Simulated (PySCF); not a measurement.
Delta-SCF ions had no search for a lower state. Excitations are Tamm–Dancoff values on a coarser integration grid. The basis has no diffuse functions, so Rydberg states are missing or too high.

**C$_{9}$H$_{10}$SSi, SMILES `c1c(c2ccsc2cc1C)[SiH3]` (charge 0, multiplicity 1)**

Method: PBE-D3(BJ)/def2-TZVP // B3LYP-D3(BJ)/def2-SVP in PySCF.

The HOMO comes out as -5.45 eV and the dipole moment comes out as 0.70 D. The HOMO–LUMO gap is 3.55 eV and the LUMO comes out as -1.90 eV. The S1 excitation (TDA) is 4.18 eV and the S1 oscillator strength comes out as 0.071. The brightest of the four lowest singlets (TDA) is 5.05 eV and the T1 excitation (TDA) comes out as 3.16 eV. The S1–T1 gap (TDA) is 1.02 eV and the vertical ionisation energy (Delta-SCF) is 7.75 eV. The total energy is -28192.69 eV and the cost is around 29 core-minutes (rough).

Bonds (Å): C1–C2 1.508, C1–H12 1.102, C1–H13 1.100, C1–H14 1.103, C2–C3 1.416, C2–C11 1.394, C3–C4 1.396, C3–H15 1.094, C4–Si5 1.880, C4–C6 1.420, Si5–H16 1.491, Si5–H17 1.493, Si5–H18 1.493, C6–C7 1.442, C6–C10 1.419, C7–C8 1.363, C7–H19 1.091, C8–S9 1.745, C8–H20 1.089, S9–C10 1.751, C10–C11 1.401, C11–H21 1.093. Bond angles (°): C2–C1–H12 111.2, C2–C1–H13 111.6, C2–C1–H14 111.1, H12–C1–H13 108.0, H12–C1–H14 106.9, H13–C1–H14 107.8, C1–C2–C3 119.9, C1–C2–C11 121.2, C3–C2–C11 118.9, C2–C3–C4 122.9, C2–C3–H15 117.9, C4–C3–H15 119.2, C3–C4–Si5 120.5, C3–C4–C6 118.0, Si5–C4–C6 121.5, C4–Si5–H16 108.8, C4–Si5–H17 111.1, C4–Si5–H18 111.2, H16–Si5–H17 109.2, H16–Si5–H18 109.2, H17–Si5–H18 107.4, C4–C6–C7 129.5, C4–C6–C10 119.0, C7–C6–C10 111.5, C6–C7–C8 112.9, C6–C7–H19 124.0, C8–C7–H19 123.1, C7–C8–S9 113.1, C7–C8–H20 127.5, S9–C8–H20 119.3, C8–S9–C10 91.0, C6–C10–S9 111.4, C6–C10–C11 121.9, S9–C10–C11 126.7, C2–C11–C10 119.3, C2–C11–H21 120.2, C10–C11–H21 120.4.
Charge 0, spin multiplicity 1.
